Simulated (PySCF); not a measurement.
Species: spiro(3.4)octane, C8H14.
Bonds: C1–C2, C2–C3, C3–C4, C4–C5, C4–C6, C6–C7, C7–C8, C1–C5, C4–C8. Hydrogens: H9, H10 on C1; H11, H12 on C2; H13, H14 on C3; H15, H16 on C5; H17, H18 on C6; H19, H20 on C7; H21, H22 on C8.

The same species was optimised twice, with GFN2-xTB and with PBE0-D3(BJ)/def2-SVP (PySCF), and the same property calculations (PySCF, gas phase) were run on both structures.

| coordinate | GFN2-xTB | PBE0-D3(BJ)/def2-SVP | change |
| --- | --- | --- | --- |
| C1–C2 (Å) | 1.524 | 1.549 | +0.025 |
| C4–C5 (Å) | 1.538 | 1.523 | -0.015 |
| C3–C4 (Å) | 1.538 | 1.528 | -0.010 |
| C4–C8 (Å) | 1.544 | 1.553 | +0.009 |
| C1–C5 (Å) | 1.528 | 1.536 | +0.008 |
| C6–C7 (Å) | 1.534 | 1.540 | +0.006 |
| C7–C8 (Å) | 1.534 | 1.539 | +0.005 |
| C2–C3 (Å) | 1.527 | 1.533 | +0.006 |
| C4–C6 (Å) | 1.544 | 1.541 | -0.003 |
| C3–C4–C5 (°) | 105.3 | 101.7 | -3.6 |
| C5–C4–C6 (°) | 117.7 | 120.5 | +2.8 |
| C1–C2–C3 (°) | 102.7 | 105.3 | +2.6 |
| C2–C1–C5 (°) | 102.9 | 105.5 | +2.6 |
| C3–C4–C6 (°) | 114.1 | 116.1 | +2.0 |
| C3–C4–C8 (°) | 114.8 | 113.0 | -1.8 |
| C5–C4–C8 (°) | 116.3 | 118.1 | +1.8 |
| C2–C3–C4 (°) | 105.7 | 104.0 | -1.7 |

Rotational constants: A = 4216, B = 1532, C = 1427 MHz (GFN2-xTB) against A = 3987, B = 1592, C = 1496 MHz (PBE0-D3(BJ)/def2-SVP). Some torsions differ by more than 30° (C5–C1–C2–C3 42° against 3°; C3–C4–C5–C1 11° against -40°; C2–C1–C5–C4 -33° against 23°), so the changes below aren't those of bond lengths and angles alone. Point groups within 0.08 Å: C1 and C1.

On the GFN2-xTB structure: HOMO (eV) -8.08 [PBE0/pcSseg-1]; LUMO (eV) 1.41 [PBE0/pcSseg-1]; dipole (D) 0.12 [PBE0/pcSseg-1]; GIAO shielding of C1/C2 (mean) (ppm) 155.2 [PBE0/pcSseg-1]; GIAO shielding of C3/C5 (mean) (ppm) 137.9 [PBE0/pcSseg-1]; GIAO shielding of C4 (ppm) 144.2 [PBE0/pcSseg-1]; GIAO shielding of C6/C8 (mean) (ppm) 147.2 [PBE0/pcSseg-1]; GIAO shielding of C7 (ppm) 171.7 [PBE0/pcSseg-1].

Q: What do these properties become on the PBE0-D3(BJ)/def2-SVP structure?

A: 
```
                                    property          level  on GFN2-xTB  on PBE0-D3(BJ)/def2-SVP  change
                                   HOMO (eV)  PBE0/pcSseg-1        -8.08                    -8.13   -0.05
                                   LUMO (eV)  PBE0/pcSseg-1         1.41                     1.25   -0.16
                                  dipole (D)  PBE0/pcSseg-1         0.12                     0.06   -0.06
energy, GFN2-xTB geometry as zero (kcal/mol)  PBE0/pcSseg-1          0.0                     -2.0    -2.0
        GIAO shielding of C1/C2 (mean) (ppm)  PBE0/pcSseg-1        155.2                    160.7    +5.5
        GIAO shielding of C3/C5 (mean) (ppm)  PBE0/pcSseg-1        137.9                    143.5    +5.6
                  GIAO shielding of C4 (ppm)  PBE0/pcSseg-1        144.2                    137.5    -6.7
        GIAO shielding of C6/C8 (mean) (ppm)  PBE0/pcSseg-1        147.2                    151.6    +4.4
                  GIAO shielding of C7 (ppm)  PBE0/pcSseg-1        171.7                    166.6    -5.1
```

The heavy atoms differ by 0.350 Å rms after alignment. Among bonds between heavy atoms C1–C2 changes most (+0.025 Å). Changes are differences of the printed values. Neither structure is proved a minimum here.
